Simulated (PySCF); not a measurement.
# Excitation energy of Au⁺ by level of theory

Au⁺ [Xe] 4f14 5d10 (1S) → Au⁺ [Xe] 4f14 5d9 6s1 (3D), as a difference of total energies. All numbers are calculated (PySCF 2.14, scalar relativity by spin-free X2C-1e, in x2c-TZVPPall with one added diffuse shell each of s, p, d, f type (12s8p8d4f1g, 113 functions)). Correlated levels: valence: [Xe] 4f14 frozen; valence and next inner shell: [Kr] 4d10 4f14 frozen. The calculations carry no spin-orbit coupling.

| method | excitation energy (eV) |
| --- | --- |
| UHF | 2.086 |
| LDA | 2.301 |
| PBE | 2.202 |
| PBE0 | 2.309 |
| r2SCAN | 2.005 |
| r2SCANh | 2.057 |
| B2PLYP | 2.381 |
| M06-L | 1.976 |
| MP2 (valence) | 2.636 |
| SCS-MP2 (valence) | 2.697 |
| MP2 (valence and next inner shell) | 2.484 |
| SCS-MP2 (valence and next inner shell) | 2.530 |

Task: How much does correlation contribute at MP2 (valence and next inner shell)?

Result: 2.484 − (2.086) = 0.398 eV, measured against UHF.

A first-order spin-orbit estimate (lowest level to lowest level, LS coupling) adds -0.663 eV.
